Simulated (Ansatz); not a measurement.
Mulliken charges of AsH₄NO₂Si (`O[SiH]1N[As]1O`) from B3LYP/def2-TZVPP in Ansatz (PBE0-D4/def2-TZVP geometry).

```
atom   x (Å)   y (Å)   z (Å)  charge (e)
  O1  -0.236   0.582  -1.779      -0.390
 Si2   0.893  -0.022  -0.766       0.522
  N3   0.540  -1.232   0.349      -0.412
 As4   0.530   0.276   1.492       0.290
  O5  -1.138   0.959   1.155      -0.465
  H6  -1.045   0.839  -1.322       0.209
  H7   2.149  -0.107  -1.532      -0.068
  H8   0.112  -2.132   0.485       0.141
  H9  -1.717   0.790   1.903       0.173
```

Q: By hand: the dipole of these point charges (1 e Å = 4.8032 D).

A: Σ q r = (0.373, -0.078, 0.271) e Å, of length 0.468 e Å = 2.25 D.

Q: How does the dipole of the full density compare? (Best estimate.)

A: Computed: (-0.155, -0.235, 0.293) e Å, 1.95 D; the point charges give 1.15 times that, at 78° from its direction.

Point charges leave out the atoms' own dipoles, such as those of lone pairs, and Mulliken's split depends on the basis, so the two needn't agree.

B3LYP here is the variant with VWN-RPA as its local correlation; programs differ in this.
